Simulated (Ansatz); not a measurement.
Consider the redistribution: GeH₄ + `BN[SiH](C)C` → `C[SiH](C)[GeH3]` + `BN`.

Computed with Ansatz on PBE0-D4/def2-TZVP structures; ΔE is electronic, products minus reactants. CCSD(T)/CBS adds triple-zeta CCSD(T) − MP2 to the extrapolated MP2 energy (def2 sets, frozen cores). This one scheme is used for every species. Functionals use def2-TZVPP. B3LYP here is the variant with VWN-RPA as its local correlation; programs differ in this. For Ge outer-core shells are correlated without core-valence functions, which leaves a few kJ/mol of doubt a bond. Scalar relativity is left out up to krypton. Each species was taken in one conformer, which may not be the lowest.

Q: Is it downhill or uphill in electronic energy at CCSD(T)/CBS, and by how much? (Estimate.)

A: The calculation gave: Uphill: ΔE = +33.2 kJ/mol.

Q: What do these levels give: B3LYP-D4, PBE, PBE0, B3LYP, CCSD(T)/def2-TZVPP, SCS-MP2/def2-QZVPP? (Best estimate.)

A: The calculation gave: B3LYP-D4 31.8, PBE 16.4, PBE0 21.7, B3LYP 29.8, CCSD(T)/def2-TZVPP 34.5, SCS-MP2/def2-QZVPP 40.0 kJ/mol.

Largest T1 diagnostic among the species: 0.012.

From PBE to PBE0 (25 % exact exchange), in def2-TZVPP and without D4, ΔE moves by +5.4 kJ/mol. In def2-TZVPP, CCSD(T) changes the Hartree–Fock value by −12.6 kJ/mol (the triples alone add −1.2 kJ/mol) and MP2 by −10.0 kJ/mol.
